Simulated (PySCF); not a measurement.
C₃H₉Ge, SMILES [GeH3][CH2][CH]C, doublet, B3LYP/def2-SVP optimised geometry.

```
13

C     -1.54     0.41     3.53
C     -0.77    -0.71     2.90
C     -1.20    -1.34     1.63
Ge    -0.52    -0.38     0.00
H     -1.27     0.53     4.60
H     -2.63     0.25     3.46
H     -1.34     1.39     3.05
H      0.24    -0.92     3.27
H     -0.81    -2.37     1.54
H     -2.29    -1.38     1.53
H      1.02    -0.38     0.00
H     -1.01     1.08     0.00
H     -1.02    -1.08    -1.29
```

Density from unrestricted B3LYP/def2-TZVP (PySCF) at that geometry.

Minimum of the electron density along straight lines between bonded atoms, close to the bond critical point (lines longer than 1.1 times the sum of covalent radii, or with two minima, are not listed):

```json
[
 {"bond": "C1–C2", "length / Å": "1.493", "ρ at the minimum / e bohr⁻³": "0.262", "∇²ρ there / e bohr⁻⁵": "-0.68", "position (fraction from the first atom)": "0.50"},
 {"bond": "C2–C3", "length / Å": "1.480", "ρ at the minimum / e bohr⁻³": "0.267", "∇²ρ there / e bohr⁻⁵": "-0.69", "position (fraction from the first atom)": "0.50"},
 {"bond": "C3–Ge4", "length / Å": "2.010", "ρ at the minimum / e bohr⁻³": "?", "∇²ρ there / e bohr⁻⁵": "?", "position (fraction from the first atom)": "0.53"},
 {"bond": "C1–H5", "length / Å": "1.102", "ρ at the minimum / e bohr⁻³": "0.272", "∇²ρ there / e bohr⁻⁵": "-0.92", "position (fraction from the first atom)": "0.64"},
 {"bond": "C1–H6", "length / Å": "1.105", "ρ at the minimum / e bohr⁻³": "0.270", "∇²ρ there / e bohr⁻⁵": "-0.90", "position (fraction from the first atom)": "0.64"},
 {"bond": "C1–H7", "length / Å": "1.112", "ρ at the minimum / e bohr⁻³": "0.264", "∇²ρ there / e bohr⁻⁵": "-0.86", "position (fraction from the first atom)": "0.64"},
 {"bond": "C2–H8", "length / Å": "1.096", "ρ at the minimum / e bohr⁻³": "0.277", "∇²ρ there / e bohr⁻⁵": "-0.94", "position (fraction from the first atom)": "0.64"},
 {"bond": "C3–H9", "length / Å": "1.103", "ρ at the minimum / e bohr⁻³": "0.270", "∇²ρ there / e bohr⁻⁵": "-0.90", "position (fraction from the first atom)": "0.64"},
 {"bond": "C3–H10", "length / Å": "1.104", "ρ at the minimum / e bohr⁻³": "0.270", "∇²ρ there / e bohr⁻⁵": "-0.89", "position (fraction from the first atom)": "0.64"},
 {"bond": "Ge4–H11", "length / Å": "1.545", "ρ at the minimum / e bohr⁻³": "0.131", "∇²ρ there / e bohr⁻⁵": "0.06", "position (fraction from the first atom)": "0.59"},
 {"bond": "Ge4–H12", "length / Å": "1.545", "ρ at the minimum / e bohr⁻³": "0.131", "∇²ρ there / e bohr⁻⁵": "0.06", "position (fraction from the first atom)": "0.59"},
 {"bond": "Ge4–H13", "length / Å": "1.548", "ρ at the minimum / e bohr⁻³": "0.130", "∇²ρ there / e bohr⁻⁵": "0.06", "position (fraction from the first atom)": "0.59"}
]
```

Task: Some entries are withheld; supply them.

Result: 
- C3–Ge4, ρ at the minimum / e bohr⁻³: 0.116
- C3–Ge4, ∇²ρ there / e bohr⁻⁵: 0.04
